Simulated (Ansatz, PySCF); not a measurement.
C2H8BFN2, SMILES C[C@@H](B(N)N)F. Atoms are numbered in the order given.

```xyz
14

C      1.7461    -0.3443     0.6565
C      0.7371     0.0740    -0.3977
F      0.8472     1.4721    -0.5678
B     -0.7745    -0.2942    -0.0193
N     -1.1465    -1.6567     0.1064
N     -1.6563     0.7825     0.2022
H      1.5063     0.1238     1.6246
H      2.7682    -0.0462     0.3721
H      1.7307    -1.4367     0.7982
H      1.0163    -0.3773    -1.3715
H     -0.5122    -2.4197    -0.0851
H     -2.0802    -1.9665     0.3430
H     -1.3215     1.7302     0.0821
H     -2.6331     0.7035     0.4501
```

Geometry optimised at r2SCAN-D4/def2-SVP. The structure was generated by enumeration; whether it is a known compound was not checked. Other conformers were not sampled.

Two levels are set side by side: PBE-D3(BJ)/def2-SVP (Ansatz, a first-principles code) and r2SCAN-D4/def2-SVP (Ansatz). Each level has its own optimised geometry; the coordinates shown are those of the second. Frequencies come from the Hessian of PySCF at each geometry. Differences are taken from unrounded values.

```
quantity                            r2SCAN-D4  PBE-D3(BJ)  PBE-D3(BJ) minus r2SCAN-D4
----------------------------------  ---------  ----------  --------------------------
mean bond length (Å)                    1.217       1.224                       0.007
bond C1–C2 (Å)                          1.518       1.524                       0.006
bond C2–F3 (Å)                          1.413       1.418                       0.005
bond C2–B4 (Å)                          1.601       1.609                       0.007
bond B4–N5 (Å)                          1.418       1.423                       0.005
bond B4–N6 (Å)                          1.409       1.415                       0.005
bond C1–H7 (Å)                          1.102       1.109                       0.007
bond C1–H8 (Å)                          1.102       1.110                       0.008
bond C1–H9 (Å)                          1.102       1.109                       0.008
bond C2–H10 (Å)                         1.109       1.117                       0.008
bond N5–H11 (Å)                         1.011       1.017                       0.007
bond N5–H12 (Å)                         1.012       1.019                       0.007
bond N6–H13 (Å)                         1.012       1.019                       0.007
bond N6–H14 (Å)                         1.011       1.018                       0.007
highest harmonic wavenumber (cm⁻¹)       3724        3638                         -86
mean harmonic wavenumber (cm⁻¹)          1409        1373                         -36
zero-point energy (kcal/mol)            72.49       70.64                       -1.85
```
